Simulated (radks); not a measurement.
The numbers below are computed, except where a source is named.
Valence configurations of the hafnium ion Hf3+ (all share [Xe]). Code: a radial shooting solver on a logarithmic mesh with Libxc functionals. Model: scalar-relativistic Kohn-Sham, LDA (Slater exchange, Perdew-Wang correlation), spin-polarised, spherical densities, point nucleus; open shells are filled with parallel spins first (spin-orbit coupling, left out, can overturn this in heavy ions). Energies are relative to 4f14 5d1; eigenvalues in eV for spin up.

4f14 5d1: E (eV) 0.000; moment (Bohr magnetons) 1; e(4f) -44.559; e(5d) -27.779
4f14 6s1: E (eV) 1.541; moment (Bohr magnetons) 1; e(4f) -47.798; e(6s) -28.172
4f14 6p1: E (eV) 8.612; moment (Bohr magnetons) 1; e(4f) -49.179; e(6p) -21.831
4f13.5 5d1 6s0.5: E (eV) 10.020; moment (Bohr magnetons) 2; e(4f) -50.583; e(5d) -30.059; e(6s) -27.957
4f13.5 5d1 6p0.5: E (eV) 13.594; moment (Bohr magnetons) 2; e(4f) -51.275; e(5d) -30.576; e(6p) -21.231
4f13 5d2: E (eV) 19.460; moment (Bohr magnetons) 3; e(4f) -53.439; e(5d) -30.058
4f13 5d1 6s1: E (eV) 22.172; moment (Bohr magnetons) 3; e(4f) -56.862; e(5d) -32.325; e(6s) -29.289
4f13 5d1 6p1: E (eV) 29.618; moment (Bohr magnetons) 3; e(4f) -58.222; e(5d) -33.350; e(6p) -22.584
4f13 5d0.5 6p1.5: E (eV) 35.177; moment (Bohr magnetons) 3; e(4f) -60.627; e(5d) -34.950; e(6p) -23.475
4f12 5d1 6p2: E (eV) 69.751; moment (Bohr magnetons) 5; e(4f) -72.804; e(5d) -38.976; e(6p) -24.958

NIST lists [Xe] 4f14 5d1 as the ground configuration; this level of theory agrees among the configurations tried. The energies are those of spherical high-spin densities, not of single terms.
